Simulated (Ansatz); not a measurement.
System: RbI, charge 1, doublet. RbI+ (parent SMILES [I][Rb], doublet).
B3LYP-D3(BJ)/def2-TZVP minimum from Ansatz (a first-principles code):
```xyz
2

Rb     0.0000     0.0000    -2.2673
I      0.0000     0.0000     1.5828
```
Charge +1, spin multiplicity 2.

Total energies in def2-QZVPP, 7 correlated electrons, 13 frozen orbitals. UHF or UKS for unpaired electrons; spin-orbit terms are left out. Cores are frozen in correlated methods (noble-gas shells, and filled d and f shells in the p block). Past Kr the def2 sets carry scalar-relativistic core potentials. Spin-orbit terms, left out, reach several kcal/mol for Br and I, and more for heavier atoms. The spin of IRb+ (parent SMILES [Rb][I], doublet) was assumed, and the state is the lowest solution found for it.

| method | program | energy (Eh) | minus CCSDT(Q) (mEh) |
|---|---|---|---|
| HF | Ansatz | -320.32912 | 154.67 |
| MP2 | Ansatz | -320.45947 | 24.32 |
| CCSD | Ansatz | -320.47749 | 6.30 |
| CCSD(T) | Ansatz | -320.48297 | 0.81 |
| CCSDT(Q) | Ansatz | -320.48378 | 0.00 |

Rough core times of Ansatz's runs on a shared machine: CCSD(T) 2 min, CCSDT(Q) 30 min.
